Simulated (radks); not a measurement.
Task: The mean radii <r> (bohr) of the occupied orbitals of an atom or ion are listed with their occupations. All-electron calculation, scalar-relativistic Kohn-Sham, PBE, spin-unpolarised, spherical densities, finite nucleus; Fermi nuclear charge, rms radius of each element as measured or else 0.836 A^(1/3) + 0.57 fm. Program: a radial shooting solver on a logarithmic mesh with Libxc functionals.

orbital  occ.      <r>
1s          2  0.03609
2s          2   0.1580
2p          6   0.1377
3s          2   0.4432
3p          6   0.4458
3d         10   0.4330
4s          2    1.160
4p          6    1.304
4d          4    2.060

Name the element and its charge.

Result: Z = 41, niobium, charge +1: Nb+ in [Kr] 4d4. The 1s radius gives Z: for a bare nucleus <r> = (2 gamma + 1)/(2Z) with gamma = sqrt(1 - (Z/c)^2), 0.03547 bohr for Z = 41, and screening makes it slightly larger (0.03609 here). The occupations add up to 40, and the charge is Z minus that.
